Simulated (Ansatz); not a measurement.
Program: Ansatz. Geometries: PBE0-D4/def2-TZVP. ΔE: electronic, gas phase. CBS: MP2 limit from def2 TZ/QZ plus the TZ coupled-cluster correction, frozen cores. DFT in def2-TZVPP. One conformer a species, not always the lowest.

`[AlH2][O]C[SiH2][SiH3]` + `CB[SiH3]` → `CB[SiH2][AlH2]` + `OC[SiH2][SiH3]`  (formal exchange of groups at the Al–O bond)

| level | ΔE (kJ/mol) |
| --- | --- |
| r2SCAN-D4 | 118.0 |
| r2SCAN | 117.7 |

Task: What does CCSD(T)/CBS give? (Estimate.)

Result: The calculation gave: +124.3 kJ/mol. The listed levels differ from it by -6.3, -6.6 kJ/mol.

Largest T1 diagnostic among the species: 0.014.

In def2-TZVPP, CCSD(T) changes the Hartree–Fock value by −21.1 kJ/mol (the triples alone add −3.3 kJ/mol) and MP2 by −12.0 kJ/mol. From PBE to PBE0 (25 % exact exchange), in def2-TZVPP and without D4, ΔE moves by +5.7 kJ/mol.
